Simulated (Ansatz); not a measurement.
Start from `[F][Hf]([F])([F])[Br]` and change one atom or group to get `[F][Hf]([F])([Cl])[Br]`.

Ansatz, PBE0-D4/def2-TZVP geometries, multiplicity 1. 

Elements past krypton have def2 core potentials. Scalar relativity is left out up to krypton.

| property | `[F][Hf]([F])([F])[Br]` |
| --- | --- |
| HOMO energy (B3LYP/def2-TZVPP) / eV | -9.01 |
| size of the dipole moment (ωB97M-V/def2-TZVPP) / D | 0.07 |
| HOMO energy (PBE0/def2-TZVPP) / eV | -9.29 |
| size of the dipole moment (PBE/def2-TZVPP) / D | 0.00 |
| HOMO–LUMO gap (PBE/def2-TZVPP) / eV | 5.88 |
| HOMO–LUMO gap (B3LYP/def2-TZVPP) / eV | 7.54 |

Task: Give the same properties after the change, and the shifts. (An estimate is asked.)

Result: Computed: 
```
                                          property  `[F][Hf]([F])([Cl])[Br]`  shift
               HOMO energy (B3LYP/def2-TZVPP) / eV                     -8.97   0.04
size of the dipole moment (ωB97M-V/def2-TZVPP) / D                      0.03  -0.04
                HOMO energy (PBE0/def2-TZVPP) / eV                     -9.25   0.04
    size of the dipole moment (PBE/def2-TZVPP) / D                      0.07   0.07
               HOMO–LUMO gap (PBE/def2-TZVPP) / eV                      5.40  -0.48
             HOMO–LUMO gap (B3LYP/def2-TZVPP) / eV                      7.03  -0.51
```

B3LYP here is the variant with VWN-RPA as its local correlation; programs differ in this.

Spin–orbit coupling is left out; it splits and shifts lone-pair levels of the heavy atoms by tenths of an eV.
